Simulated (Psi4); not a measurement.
H₂S₂, charge -1, doublet, at the geometry of the source list (a state made from the parent by changing its charge; the spin is typed, not shown lowest) (a gas-phase anion, which may not be bound at this level); CISD/cc-pVDZ (Psi4 1.11).

The Psi4 input:
```
memory 2 GB

molecule mol {
-1 2
  S    -0.901900    0.443900    0.487000
  S     0.900200    0.457200   -0.477800
  H    -1.530600   -0.450500   -0.292300
  H     1.532400   -0.450600    0.283100
}

set basis cc-pvdz
set reference uhf

energy('cisd')
print_variables()
```

It wrote (shortened):

```
Traceback (most recent call last):
  File "psi4", line 375, in <module>
  File "<string>", line 25, in <module>
  File "site-packages/psi4/driver/driver.py", line 461, in energy
  File "site-packages/psi4/driver/task_planner.py", line 255, in task_planner
  File "site-packages/psi4/driver/driver_util.py", line 222, in negotiate_derivative_type
  File "site-packages/psi4/driver/driver_util.py", line 355, in highest_analytic_derivative_available

psi4.driver.p4util.exceptions.MissingMethodError: Method=cisd is not available for any derivative level under conditions CI_TYPE=CONV, REFERENCE=UHF, FREEZE_CORE=FALSE, QC_MODULE=(auto). See https://psicode.org/psi4manual/master/introduction.html#ss-cisd. Or did you mean? ccd ccsd cisdt cisdtq qcisd lccsd ci2 ci3 ci4 ci5 ci6 ci7 ci8 ci9 ci10 ci11 ci12 ci13 ci14 ci15 ci16 ci17 ci18 ci19 ci20 ci21 ci22 ci23 ci24 ci25 ci26 ci27 ci28 ci29 ci30 ci31 ci32 ci33 ci34 ci35 ci36 ci37 ci38 ci39 ci40 ci41 ci42 ci43 ci44 ci45 ci46 ci47 ci48 ci49 ci50 ci51 ci52 ci53 ci54 ci55 ci56 ci57 ci58 ci59 ci60 ci61 ci62 ci63 ci64 ci65 ci66 ci67 ci68 ci69 ci70 ci71 ci72 ci73 ci74 ci75 ci76 ci77 ci78 ci79 ci80 ci81 ci82 ci83 ci84 ci85 ci86 ci87 ci88 ci89 ci90 ci91 ci92 ci93 ci94 ci95 ci96 ci97 ci98

Printing out the relevant lines from the Psithon --> Python processed input file:
      H     1.532400   -0.450600    0.283100
    ""","mol")
    core.IO.set_default_namespace("mol")
    core.set_global_option("BASIS", "cc-pvdz")
    core.set_global_option("REFERENCE", "uhf")
--> energy('cisd')
    print_variables()

!----------------------------------------------------------------------------------!
!                                                                                  !
!  Method=cisd is not available for any derivative level under conditions          !
!     CI_TYPE=CONV, REFERENCE=UHF, FREEZE_CORE=FALSE, QC_MODULE=(auto). See        !
!     https://psicode.org/psi4manual/master/introduction.html#ss-cisd. Or did you  !
!     mean? ccd ccsd cisdt cisdtq qcisd lccsd ci2 ci3 ci4 ci5 ci6 ci7 ci8 ci9 ci10 !
!     ci11 ci12 ci13 ci14 ci15 ci16 ci17 ci18 ci19 ci20 ci21 ci22 ci23 ci24 ci25   !
!     ci26 ci27 ci28 ci29 ci30 ci31 ci32 ci33 ci34 ci35 ci36 ci37 ci38 ci39 ci40   !
!     ci41 ci42 ci43 ci44 ci45 ci46 ci47 ci48 ci49 ci50 ci51 ci52 ci53 ci54 ci55   !
!     ci56 ci57 ci58 ci59 ci60 ci61 ci62 ci63 ci64 ci65 ci66 ci67 ci68 ci69 ci70   !
!     ci71 ci72 ci73 ci74 ci75 ci76 ci77 ci78 ci79 ci80 ci81 ci82 ci83 ci84 ci85   !
!     ci86 ci87 ci88 ci89 ci90 ci91 ci92 ci93 ci94 ci95 ci96 ci97 ci98             !
!                                                                                  !
!----------------------------------------------------------------------------------!
```

The input was rejected before any calculation.
